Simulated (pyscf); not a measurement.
# `[OH][SiH]([I])[I]`, singlet

Gas-phase minimum from PySCF at ωB97X-D3(BJ)/def2-SVP, one conformer. 

SMILES: O[SiH](I)I
```xyz
6

O      1.6882    -0.4893    -0.8133
Si     0.7627     0.0748     0.4271
I      1.4476    -0.9035     2.5338
I     -1.5739    -0.4554     0.0759
H      1.6889    -1.4380    -0.9855
H      0.9375     1.5367     0.4788
```
Charge 0, spin multiplicity 1.

Bond lengths (Å): O1–Si2 1.647, O1–H5 0.964, Si2–I3 2.422, Si2–I4 2.422, Si2–H6 1.473. Angles (°): Si2–O1–H5 118.2, O1–Si2–I3 111.0, O1–Si2–I4 111.0, O1–Si2–H6 107.4, I3–Si2–I4 108.1, I3–Si2–H6 109.7, I4–Si2–H6 109.7.

Properties at ωB97X-D3(BJ)/def2-SVP:

```json
{
  "harmonic_wavenumbers_unscaled": "88, 156, 221, 287, 355, 443, 768, 771, 861, 941, 2345, 3919 cm⁻¹",
  "zero_point_energy": "15.9 kcal/mol",
  "rotational_symmetry_number": "1",
  "Entropy of this conformer at 298 K and 1 atm, rigid rotor and harmonic oscillator, modes under 100 cm⁻¹ raised to 100": "358.7 J/(mol K)",
  "dipole_moment": "0.95 D"
}
```

Single-point totals, which compare only within one level:

```json
[
 {"level": "ωB97X-D3(BJ)/def2-TZVP", "total energy (hartree)": "-961.73425"},
 {"level": "PBE/def2-TZVP", "total energy (hartree)": "-961.25863"},
 {"level": "r²SCAN/def2-TZVP", "total energy (hartree)": "-961.68526"},
 {"level": "B3LYP-D3(BJ)/def2-TZVP", "total energy (hartree)": "-961.73557"},
 {"level": "PBE0-D3(BJ)/def2-TZVP", "total energy (hartree)": "-961.34634"},
 {"level": "M06-2X/def2-TZVP", "total energy (hartree)": "-961.31220"},
 {"level": "ωB97M-D3(BJ)/def2-TZVP", "total energy (hartree)": "-961.72995"}
]
```

Soft torsions are taken as harmonic, which can shift the entropy by several J/(mol K). Elements past Kr carry the def2 core potentials, without spin-orbit coupling.
